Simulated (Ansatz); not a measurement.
Molecule: C3H10O2Si, charge 0, multiplicity 1. 
Coordinates optimised at B3LYP-D3(BJ)/def2-TZVP (Ansatz, an electronic-structure program):
```xyz
16

O      2.9185     0.4597     0.3388
C      1.6296     0.2461    -0.2356
C      0.9618    -0.8778     0.5344
C     -0.4104    -1.2720    -0.0325
Si    -1.7891    -0.0261     0.1528
O     -1.4746     1.2576    -0.8513
H      3.3356     1.2029    -0.1077
H      1.0244     1.1571    -0.1874
H      1.7183    -0.0339    -1.2936
H      1.6327    -1.7407     0.5193
H      0.8677    -0.5753     1.5809
H     -0.3235    -1.5397    -1.0912
H     -0.7612    -2.1787     0.4730
H     -1.8813     0.4335     1.5644
H     -3.0889    -0.6510    -0.2085
H     -2.1133     1.9735    -0.8865
```

Atomisation energy built up term by term with Ansatz (kcal/mol; UHF references for open shells; valence terms freeze the core; atomic spin-orbit terms are left out). CBS(X,Y): correlation extrapolated as X^-3; Hartree-Fock from the larger set.

```
term                                            basis  kcal/mol
-----------------------  ----------------------------  --------
Hartree-Fock                              cc-pV(Q+d)Z   1066.85
CCSD correlation         CBS(cc-pV(T+d)Z,cc-pV(Q+d)Z)         ?
(T)                      CBS(cc-pV(T+d)Z,cc-pV(Q+d)Z)         ?
core correlation                            cc-pwCVTZ      4.07
scalar relativity (X2C)    cc-pVTZ-DK against cc-pVTZ     -1.85
sum: De                                                       ?
```

Task: Fill in the missing entries.

Result: 
- CCSD correlation, kcal/mol: 364.95
- (T), kcal/mol: 21.06
- sum: De, kcal/mol: 1455.1
